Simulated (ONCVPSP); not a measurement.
**What the settings do to the ONCV potential of Mn (Z = 25)**

Base potential:

```
Element                 : manganese
Generator               : ONCVPSP 4.0.1
Type                    : optimised norm-conserving Vanderbilt (ONCV)
Functional              : PBEsol
Relativity              : scalar-relativistic
Frozen core             : [Ne]
Valence charge          : 15
Reference configuration : 3s2 3p6 3d5 4s1 (charge +1)
Partial waves           : 3s+4s: rc 1.35 bohr, ncon 4, nbas 8, qcut 10.8 1/bohr, 2 projectors; 3p: rc 1.05 bohr, ncon 4, nbas 7, qcut 15.8 1/bohr, 2 projectors, debl 1.3 Ha; 3d: rc 1.25 bohr, ncon 5, nbas 10, qcut 10.3 1/bohr, 2 projectors, debl 2.4 Ha
Local potential         : polynomial inside 0.65 bohr (lpopt 5, dvloc0 -1 Ha)
Core correction         : Teter function, fcfact 4.25, rcfact 1.75
```

In the p channel the program set the typed energies aside and used -2.305, 0.250 Ha.

Cutoffs, loose and tight: the cutoffs (Ha) at which the residual kinetic energy of the hardest occupied pseudo-wave falls to 1 and 0.1 mHa per electron. They do not see the model core or the augmentation charge, which bear on the density cutoff. Test errors are all-electron minus pseudo excitation energies from the reference, over the configurations 3s2 3p6 3d5 4s2; 3s2 3p6 3d5 4s0; 3s2 3p6 3d4 4s0; 3s2 3p6 3d3 4s0. A dash means not determined; rows that change the core or the reference have their own tests.

A true bound ghost makes a file unfit for plane-wave use even where its test errors are small: the radial tests pick states by their node count and pass the ghost by.

```tsv
change	outcome	cutoff, loose	cutoff, tight	bound ghosts	GHOST(+) flags above zero	largest test error (meV)
base	generated, projector energies reset by the program	60 Ha	203 Ha	none	none	+109
p: qcut 9.2	generated, projector energies reset by the program	53 Ha	203 Ha	none	none	+112
p: qcut 11.7	generated, projector energies reset by the program	53 Ha	203 Ha	none	none	+111
p: qcut 13.1	generated, projector energies reset by the program	53 Ha	203 Ha	none	none	+110
p: qcut 16	generated, projector energies reset by the program	62 Ha	203 Ha	none	none	+109
p: qcut 17.8	generated, projector energies reset by the program	60 Ha	203 Ha	none	none	+109
p: qcut 19.3	generated, projector energies reset by the program	81 Ha	203 Ha	none	none	+107
p: qcut 21.7	generated, projector energies reset by the program	74 Ha	203 Ha	p	none	+96
p: qcut 23	failed: ERROR pspot: first pseudo wave function has node, program will stop	–	–	–	–	–
```

Reading the sweep of the qcut of the p channel (base included, trends over the rows without a ghost): The loose cutoff rises from 53 Ha at 9.2 to 81 Ha at 19.3 1/bohr, with one reversal. The waves are optimised to have the least kinetic energy above qcut, so the cutoff follows it (qcut²/2 in Ha). The median size of the test errors (rows with all tests solved) stays near 4.9 meV. Bound ghosts are found at 21.7 1/bohr. The generation fails at 23 1/bohr.
